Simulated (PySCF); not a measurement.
SMILES Cl[SiH2]/C=C/[SiH2]Cl (C₂H₆Cl₂Si₂) (PBE0/def2-SVP optimised geometry):

```
12

Si    -2.234     0.285     0.000
Cl    -2.928     2.239     0.000
C     -0.366     0.285     0.000
C      0.367    -0.284     0.975
Si     2.235    -0.285     0.975
Cl     2.928    -2.239     0.969
H     -2.771    -0.372    -1.225
H     -2.723    -0.402     1.228
H      0.151     0.767    -0.843
H     -0.150    -0.766     1.818
H      2.772     0.368     2.202
H      2.723     0.406    -0.251
```

Method: PySCF 2.14.0 with PBE0/def2-TZVP.

Problem. What are the frontier orbital energies and the dipole moment?

Solution. HOMO-2 -9.07 eV, HOMO-1 -8.61 eV, HOMO -8.51 eV, LUMO -1.73 eV, LUMO+1 0.40 eV; dipole moment 0.00 D.

On the same geometry PySCF with PBE/def2-TZVP gives HOMO-2 -7.69 eV, HOMO-1 -7.45 eV, HOMO -7.20 eV, LUMO -2.66 eV, LUMO+1 -0.52 eV; dipole moment 0.00 D.

Meta-Löwdin charges at PBE0/def2-TZVP: Si1 0.68, Cl2 -0.30, C3 -0.33, C4 -0.33, Si5 0.68, Cl6 -0.30, H7 -0.09, H8 -0.09, H9 0.13, H10 0.13, H11 -0.09, H12 -0.09.
